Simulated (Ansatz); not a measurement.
Reaction (ligand exchange at the Si–N bond): `CN([SiH2]F)[SiH2]Cl` + `B[SiH2]O` → `B[SiH2]O[SiH2]F` + `CN[SiH2]Cl`

Calculated with Ansatz (gas phase, PBE0-D4/def2-TZVP geometries, no zero-point term in ΔE). CCSD(T)/CBS adds triple-zeta CCSD(T) − MP2 to the extrapolated MP2 energy (def2 sets, frozen cores). DFT in def2-TZVPP. B3LYP here is the variant with VWN-RPA as its local correlation; programs differ in this. Each species was taken in one conformer, which may not be the lowest.

```json
{"level": "PBE-D4", "ΔE (kJ/mol)": "-52.0", "difference from CCSD(T)/CBS": "6.6"}
{"level": "r2SCAN-D4", "ΔE (kJ/mol)": "-59.9", "difference from CCSD(T)/CBS": "-1.3"}
{"level": "PBE0-D4", "ΔE (kJ/mol)": "-55.9", "difference from CCSD(T)/CBS": "2.7"}
{"level": "B3LYP-D4", "ΔE (kJ/mol)": "-62.1", "difference from CCSD(T)/CBS": "-3.5"}
{"level": "ωB97X-V", "ΔE (kJ/mol)": "-59.8", "difference from CCSD(T)/CBS": "-1.2"}
{"level": "ωB97M-V", "ΔE (kJ/mol)": "-58.1", "difference from CCSD(T)/CBS": "0.5"}
{"level": "B2PLYP", "ΔE (kJ/mol)": "-64.0", "difference from CCSD(T)/CBS": "-5.4"}
{"level": "PBE", "ΔE (kJ/mol)": "-55.6", "difference from CCSD(T)/CBS": "3.0"}
{"level": "r2SCAN", "ΔE (kJ/mol)": "-60.8", "difference from CCSD(T)/CBS": "-2.2"}
{"level": "PBE0", "ΔE (kJ/mol)": "-59.0", "difference from CCSD(T)/CBS": "-0.4"}
{"level": "B3LYP", "ΔE (kJ/mol)": "-67.9", "difference from CCSD(T)/CBS": "-9.3"}
{"level": "HF/def2-TZVPP", "ΔE (kJ/mol)": "-81.1", "difference from CCSD(T)/CBS": "-22.5"}
{"level": "MP2/def2-TZVPP", "ΔE (kJ/mol)": "-56.0", "difference from CCSD(T)/CBS": "2.6"}
{"level": "SCS-MP2/def2-TZVPP", "ΔE (kJ/mol)": "-60.7", "difference from CCSD(T)/CBS": "-2.1"}
{"level": "CCSD/def2-TZVPP", "ΔE (kJ/mol)": "-61.5", "difference from CCSD(T)/CBS": "-2.9"}
{"level": "CCSD(T)/def2-TZVPP", "ΔE (kJ/mol)": "-57.7", "difference from CCSD(T)/CBS": "0.9"}
{"level": "HF/def2-QZVPP", "ΔE (kJ/mol)": "-82.6", "difference from CCSD(T)/CBS": "-24.0"}
{"level": "MP2/def2-QZVPP", "ΔE (kJ/mol)": "-57.1", "difference from CCSD(T)/CBS": "1.5"}
{"level": "SCS-MP2/def2-QZVPP", "ΔE (kJ/mol)": "-61.8", "difference from CCSD(T)/CBS": "-3.2"}
{"level": "HF/CBS(def2)", "ΔE (kJ/mol)": "-82.8", "difference from CCSD(T)/CBS": "-24.2"}
{"level": "MP2/CBS(def2)", "ΔE (kJ/mol)": "-56.9", "difference from CCSD(T)/CBS": "1.7"}
{"level": "CCSD/CBS(def2)", "ΔE (kJ/mol)": "-62.4", "difference from CCSD(T)/CBS": "-3.8"}
{"level": "CCSD(T)/CBS", "ΔE (kJ/mol)": "-58.6", "difference from CCSD(T)/CBS": "0"}
```

Largest T1 diagnostic among the species: 0.012.

In def2-TZVPP, CCSD(T) changes the Hartree–Fock value by +23.4 kJ/mol (the triples alone add +3.8 kJ/mol) and MP2 by +25.1 kJ/mol. The D4 term adds +5.8 kJ/mol with B3LYP and +3.1 kJ/mol with PBE0; it sums over pairs of atoms, weighted by their polarisabilities, and B3LYP, whose exchange is more repulsive, gets the larger term. From PBE to PBE0 (25 % exact exchange), in def2-TZVPP and without D4, ΔE moves by −3.4 kJ/mol.
